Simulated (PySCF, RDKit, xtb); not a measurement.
Dimer: AsH3 (SMILES [AsH3]) (first 4 atoms) with H4OSi (SMILES O[SiH3]); geometry from B3LYP-D3(BJ)/def2-TZVP, rigid monomers moved along the line of their centres of mass till As1···H7 is 2.99 Å.
(charge 0, multiplicity 1):
```xyz
10

As    -0.371    -0.127    -0.245
H     -1.827    -0.187    -0.675
H      0.150    -0.509    -1.620
H     -0.257     1.365    -0.515
O      0.847    -1.368     3.292
Si     0.724    -0.110     4.348
H      0.588    -1.200     2.376
H      1.609     1.022     3.970
H      1.129    -0.633     5.669
H     -0.664     0.414     4.425
```

Monomers are frozen at their geometry in the pair; levels with a basis set take the counterpoise correction. Rows marked so take none. RDKit's UFF carries no charges.

Rows in 3-21G carry no dispersion term and start afresh at each structure; the Pople sets are all-electron and without relativity.

Programs: PySCF for 3-21G rows; RDKit for the force fields; xtb for the GFN methods. 

Predict the interaction energy from B3LYP/3-21G (no counterpoise).

-151 meV

What is the computed interaction energy (GFN1-xTB)?

-77 meV

Predict the interaction energy from UFF.

-19 meV
